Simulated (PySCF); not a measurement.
Orbital picture of SrH⁻

ωB97X at R = 2.265 Å; PySCF, spin-free X2C with a Gaussian nucleus, basis sets Sr aug-cc-pVDZ-X2C, H aug-cc-pVDZ-DK. State: ¹Σ⁺ (singlet), closed shell. Only the outer orbitals are listed, counted within each symmetry.

```csv
orbital,occ.,ε (eV),on Sr (%),main shells (%)
7σ,2,-42.32,100,100 Sr s
4π,2,-22.99,100,100 Sr p
4π,2,-22.99,100,100 Sr p
8σ,2,-22.76,100,100 Sr p
9σ,2,-4.41,22,"78 H s, 11 Sr s"
10σ,2,-0.99,98,"73 Sr s, 19 Sr p"
5π,0,2.64,100,94 Sr p
5π,0,2.64,100,94 Sr p
```

**Question.** Which are the highest filled and the lowest empty level, where do they sit, and how wide is the gap?

**Answer.** Highest filled 10σ at -0.99 eV (in %: 73 Sr s, 19 Sr p); lowest empty 5π at 2.64 eV (in %: 94 Sr p); the gap at ωB97X is 3.63 eV. An empty level above zero is unbound, and its energy depends on the basis.

```
bond order (Mayer)                                                                                                : 0.60
⟨S²⟩                                                                                                              : 0.000
charge on Sr (Mulliken, basis-dependent)                                                                          : -0.39
charge on Sr (Löwdin, basis-dependent)                                                                            : -0.34
dipole moment (positive dipole points towards H; it is taken about the centre of mass and depends on that origin) : 1.09 D
```
